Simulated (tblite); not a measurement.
A geometry optimisation, step by step.

C4H12AsB2N.
Atom-mapped SMILES: `[CH3:1][C:2]#[N+:3][B@@H-:4]([AsH2:5])[B:6]([CH3:7])[CH3:8]` (hydrogens: H9, H10, H11 on C1; H12 on B4; H13, H14 on As5; H15, H16, H17 on C7; H18, H19, H20 on C8)
Bond orders are those of one Lewis drawing.

Computed with GFN2-xTB (tblite), gas phase: L-BFGS steps from a force-field or distance-geometry start until the largest atomic force falls under 0.01 eV/Å. 6 of its 158 geometries are shown.

Step 0: E = -607.7590 eV, largest atomic force 3.379 eV/Å
```
atom  x, y, z in Å  |  force x, y, z in eV/Å
C1      3.348   -1.319    0.043   -1.745   0.627   0.698
C2      2.108   -0.484    0.090    2.896  -1.740   0.051
N3      1.165    0.162    0.156   -2.613   1.894   0.400
B4     -0.073    1.012    0.226    1.489  -0.590   0.840
As5    -0.016    2.438   -1.213   -1.682   0.702  -1.468
B6     -1.448    0.059    0.166    0.681  -0.648   0.547
C7     -1.980   -0.496    1.569   -0.505   0.422  -0.220
C8     -2.074   -0.513   -1.134   -1.317  -0.254  -0.211
H9      3.095   -2.285    0.537    0.261   0.486  -0.550
H10     4.150   -0.846    0.637   -0.382  -0.092  -0.527
H11     3.588   -1.432   -1.012    0.301  -0.178   0.193
H12    -0.136    1.553    1.310    0.615   0.016  -0.254
H13     0.322    3.794   -0.509    0.857  -0.606  -0.157
H14     1.117    2.190   -2.283    0.337   0.259   0.977
H15    -1.276   -1.266    1.956   -0.738   0.486  -0.181
H16    -3.008   -0.894    1.428    0.724  -0.116   0.538
H17    -2.034    0.331    2.314    0.056  -0.773  -0.386
H18    -1.655   -0.103   -2.067   -0.150  -0.413   0.275
H19    -2.025   -1.629   -1.097   -0.021   0.852  -0.350
H20    -3.175   -0.262   -1.122    0.936  -0.334  -0.215
```

Step 31: E = -608.8023 eV, largest atomic force 0.088 eV/Å
```
atom  x, y, z in Å  |  force x, y, z in eV/Å
C1      3.229   -1.227   -0.006    0.007   0.004  -0.003
C2      2.086   -0.363   -0.014   -0.065   0.037   0.046
N3      1.127    0.285    0.086    0.004   0.011   0.050
B4     -0.068    1.043    0.277    0.003   0.040   0.012
As5    -0.144    2.453   -1.343    0.033   0.019   0.026
B6     -1.387   -0.019    0.238   -0.057  -0.016   0.007
C7     -2.046   -0.522    1.589    0.005   0.006  -0.028
C8     -2.032   -0.538   -1.111    0.016  -0.005   0.014
H9      2.971   -2.176    0.467    0.013  -0.047  -0.012
H10     4.030   -0.756    0.564    0.048   0.009   0.004
H11     3.584   -1.417   -1.018   -0.016   0.010  -0.045
H12     0.059    1.653    1.300    0.041   0.001  -0.023
H13     0.592    3.543   -0.592    0.009  -0.004  -0.002
H14     1.196    2.059   -1.947   -0.030  -0.026  -0.026
H15    -1.394   -1.279    2.033   -0.044   0.031  -0.012
H16    -3.031   -0.975    1.472    0.040   0.013   0.030
H17    -2.121    0.272    2.332   -0.027  -0.048  -0.026
H18    -1.550   -0.156   -2.015   -0.006  -0.039   0.020
H19    -2.026   -1.627   -1.163   -0.013   0.020  -0.007
H20    -3.082   -0.242   -1.151    0.040  -0.015  -0.024
```

Step 63: E = -608.8978 eV, largest atomic force 0.157 eV/Å
```
atom  x, y, z in Å  |  force x, y, z in eV/Å
C1      3.109   -1.062   -0.206    0.028  -0.009   0.033
C2      1.975   -0.280    0.187   -0.096   0.113   0.017
N3      1.062    0.406    0.403    0.141   0.001  -0.068
B4     -0.148    1.163    0.517   -0.043  -0.077   0.045
As5    -0.021    2.507   -1.120    0.046   0.032   0.017
B6     -1.379    0.007    0.348   -0.009   0.008  -0.113
C7     -2.208   -0.503    1.591   -0.005   0.018   0.015
C8     -1.737   -0.630   -1.055   -0.057   0.001  -0.061
H9      2.992   -2.101    0.102   -0.022  -0.038   0.005
H10     4.017   -0.663    0.244    0.027   0.030   0.033
H11     3.210   -1.019   -1.290    0.018  -0.025  -0.048
H12    -0.140    1.825    1.515    0.041  -0.093  -0.009
H13     1.342    3.032   -0.695   -0.012   0.017  -0.049
H14     0.710    1.567   -2.067   -0.044   0.009   0.005
H15    -1.586   -1.197    2.159    0.014  -0.027   0.000
H16    -3.123   -1.034    1.335   -0.029  -0.007   0.010
H17    -2.457    0.297    2.284   -0.050   0.031   0.035
H18    -0.988   -0.504   -1.841    0.020   0.023   0.110
H19    -1.998   -1.689   -1.010   -0.009   0.047   0.016
H20    -2.636   -0.110   -1.406    0.042  -0.055   0.006
```

Step 94: E = -608.9538 eV, largest atomic force 0.064 eV/Å
```
atom  x, y, z in Å  |  force x, y, z in eV/Å
C1      3.237   -1.087   -0.208    0.020   0.021  -0.034
C2      2.082   -0.272    0.035    0.044  -0.026   0.002
N3      1.136    0.357    0.268   -0.015   0.006   0.011
B4     -0.069    1.067    0.575   -0.001  -0.016   0.003
As5    -0.144    2.648   -0.842   -0.021  -0.010   0.009
B6     -1.361    0.004    0.353   -0.027  -0.010  -0.007
C7     -2.308   -0.400    1.554   -0.010   0.000   0.013
C8     -1.685   -0.657   -1.048    0.013  -0.004   0.019
H9      3.070   -2.105    0.155    0.016   0.059  -0.019
H10     4.100   -0.658    0.305   -0.015  -0.030   0.023
H11     3.459   -1.121   -1.276   -0.042  -0.007  -0.002
H12     0.063    1.566    1.656    0.020  -0.029  -0.004
H13     1.367    2.861   -0.864   -0.025   0.001  -0.003
H14     0.013    1.780   -2.072    0.032   0.006  -0.007
H15    -1.757   -1.107    2.179   -0.032   0.007   0.015
H16    -3.230   -0.896    1.252   -0.016   0.015   0.011
H17    -2.567    0.432    2.206    0.009   0.014  -0.012
H18    -0.863   -0.628   -1.764    0.012  -0.007  -0.017
H19    -2.037   -1.687   -0.978    0.015   0.011   0.010
H20    -2.508   -0.088   -1.489    0.022   0.000  -0.011
```

Step 126: E = -609.0391 eV, largest atomic force 0.208 eV/Å
```
atom  x, y, z in Å  |  force x, y, z in eV/Å
C1      3.372   -0.989   -0.513    0.030   0.027  -0.059
C2      2.200   -0.305   -0.052    0.154  -0.035  -0.040
N3      1.256    0.237    0.347   -0.187   0.086  -0.027
B4      0.025    0.801    0.803    0.030   0.033   0.046
As5    -0.433    2.430   -0.513    0.070   0.009  -0.063
B6     -1.310   -0.128    0.470    0.018   0.032   0.094
C7     -2.607   -0.026    1.378   -0.033   0.019   0.039
C8     -1.433   -0.971   -0.863   -0.020  -0.004  -0.023
H9      3.299   -2.055   -0.291    0.018  -0.009  -0.030
H10     4.258   -0.582   -0.027    0.011   0.009   0.078
H11     3.490   -0.849   -1.589   -0.067  -0.038  -0.007
H12     0.202    1.256    1.891   -0.027   0.006   0.040
H13     0.986    2.998   -0.513    0.007  -0.040   0.042
H14    -0.065    1.689   -1.786   -0.017   0.045   0.024
H15    -2.505   -0.710    2.222   -0.011  -0.079  -0.043
H16    -3.533   -0.286    0.863    0.051   0.012   0.043
H17    -2.733    0.957    1.831    0.005   0.051  -0.082
H18    -0.480   -1.266   -1.306   -0.041  -0.024   0.006
H19    -2.053   -1.859   -0.760    0.007  -0.061  -0.019
H20    -1.938   -0.331   -1.594    0.003  -0.040  -0.019
```

Step 157: E = -609.0744 eV, largest atomic force 0.008 eV/Å
```
atom  x, y, z in Å  |  force x, y, z in eV/Å
C1      3.349   -0.859   -0.693    0.000  -0.005   0.002
C2      2.182   -0.287   -0.088    0.003  -0.002   0.000
N3      1.242    0.195    0.389   -0.003   0.000  -0.005
B4      0.015    0.738    0.889    0.004  -0.005   0.000
As5    -0.295    2.499   -0.286    0.000   0.002   0.001
B6     -1.326   -0.164    0.498   -0.005   0.005   0.001
C7     -2.716    0.155    1.193   -0.004   0.001   0.001
C8     -1.358   -1.243   -0.665    0.004   0.001  -0.003
H9      3.348   -1.944   -0.577    0.000  -0.001  -0.004
H10     4.248   -0.454   -0.224   -0.006   0.003   0.002
H11     3.369   -0.615   -1.756   -0.003  -0.001   0.003
H12     0.179    1.099    2.015   -0.004   0.006   0.001
H13     1.180    2.888   -0.286   -0.005  -0.001  -0.002
H14    -0.064    1.841   -1.634    0.002   0.004   0.001
H15    -2.843   -0.501    2.056    0.003  -0.004   0.004
H16    -3.574   -0.019    0.545    0.001   0.002  -0.001
H17    -2.780    1.175    1.573    0.007  -0.002   0.000
H18    -0.388   -1.676   -0.914    0.003  -0.002   0.001
H19    -2.047   -2.064   -0.467   -0.001   0.005   0.001
H20    -1.725   -0.752   -1.569    0.004  -0.006  -0.003
```

**Question.** Summarise the path.

**Answer.** The energy falls by 126.92 kJ/mol from step 0 to step 157; nine tenths of that is first reached at step 84. It falls at every step. The largest force goes from 3.379 to 0.008 eV/Å. Among the bonds B4–As5 changes most, from 2.026 to 2.139 Å; the atoms move by 1.180 Å rms after alignment.

The cost below is that of the whole relaxation. The run took 2.2 s on an Arm Neoverse N1 with one thread, shared host with 64 logical CPUs at a one-minute load of 60.
